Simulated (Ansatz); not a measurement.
Ansatz (a first-principles code) input (B3LYP-D3(BJ)/def2-TZVP):

Ansatz 0.2 input:
```yaml
crystal:
  periodic: [false, false, false]
  atoms:
    - {symbol: In, position_ang: [-0.95893094, -0.72103730, -0.80164684]}
    - {symbol: I, position_ang: [0.97577756, 0.65159301, 0.85830146]}
basis:
  gaussian:
    orbitals: def2-TZVP
hamiltonian:
  xc: b3lyp
  dispersion: d3bj
magnetization: {spin_polarized: true, initial_magnetization: 2}
relax: {f_tol: 0.002, max_steps: 150}
```

End of the output:

```
mean field -13278.57640850 eV, -487.9786824699 hartree, gradient 1.7e-5 eV, S^2 2.005124; 0 other end points of the search recorded, 0 dependent functions left out
the calculation of the forces begins
reference -13278.57659867 eV, -487.9786894587 hartree; 24, 22 occupied and 76, 78 virtual orbitals, 876 factors
relax step   4: F+E_penalty+E_count = -13278.69153056 eV  Δ(F+E_penalty+E_count) = -6.494e-4 eV  max|allowed force component| = 1.371e-3 eV/Å  Δτ_max = 0.0086 Å  (40 SCF iters, accepted)
integrals: 0.03 GiB planned
876 factors; their error is unknown
mean field: 0.43 GiB planned
mean field evaluation 128: about -13278.5217 eV, gradient 2.6e0 eV
mean field -13278.57640850 eV, -487.9786824699 hartree, gradient 2.0e-5 eV, S^2 2.005124; 4 other end points of the search recorded, 0 dependent functions left out
the calculation of the forces begins
reference -13278.57659867 eV, -487.9786894587 hartree; 24, 22 occupied and 76, 78 virtual orbitals, 876 factors
Total energy: -13278.69172074 eV, -487.9829201165 hartree
Atom 0 at    -0.927176    -0.698508    -0.774401 Å, force    -0.001371    -0.000973    -0.001176 eV/Å
Atom 1 at     0.944022     0.629063     0.831056 Å, force     0.001371     0.000973     0.001176 eV/Å
Dipole moment:    -0.157803    -0.111958    -0.135393 e Å
```

This is an excited triplet: at this geometry the singlet lies 2.95 eV lower at CCSD(T)/CBS(def2-TZVPPD,def2-QZVPPD).
